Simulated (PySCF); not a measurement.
Series CXY, Y = amino, computed as singlets and as triplets. All species are isolated molecules in the gas phase. One relaxed conformer stands for each flexible species; it need not be the lowest. Strings in code marks are SMILES.

All values below come from PBE0-D3(BJ)/def2-TZVP run with PySCF 2.14.0. 

```
species                                                                     dipole moment (D)
--------------------------------------------------------------------------  -----------------
X = amino, multiplicity 3 (`N[C]N` (excited triplet))                                       –
X = silyl, multiplicity 1 (`N[C][SiH3]` (lower singlet))                                 3.10
X = silyl, multiplicity 3 (`[SiH3][C]N` (excited triplet))                               2.36
X = boryl, multiplicity 3 (`[C](N)B` (excited triplet))                                  3.83
X = ethynyl, multiplicity 1 (`[C](C#C)N` (lower singlet))                                3.04
X = mercapto, multiplicity 1 (`N[C]S` (lower singlet; N–C–S–H torsion 0°))                  –
X = vinyl, multiplicity 1 (`C=C[C]N` (lower singlet; C–C–C–N torsion 58°))                  –
X = isocyano, multiplicity 1 (`[C](N)[N+]#[C-]` (lower singlet))                         4.83
X = isocyano, multiplicity 3 (`[C-]#[N+][C]N` (excited triplet))                         4.88
X = AlH2, multiplicity 1 (`N[C][AlH2]` (lower singlet))                                     –
X = AlH2, multiplicity 3 (`N[C][AlH2]` (excited triplet))                                   –
X = H, multiplicity 1 (`[CH]N` (lower singlet))                                          3.57
```
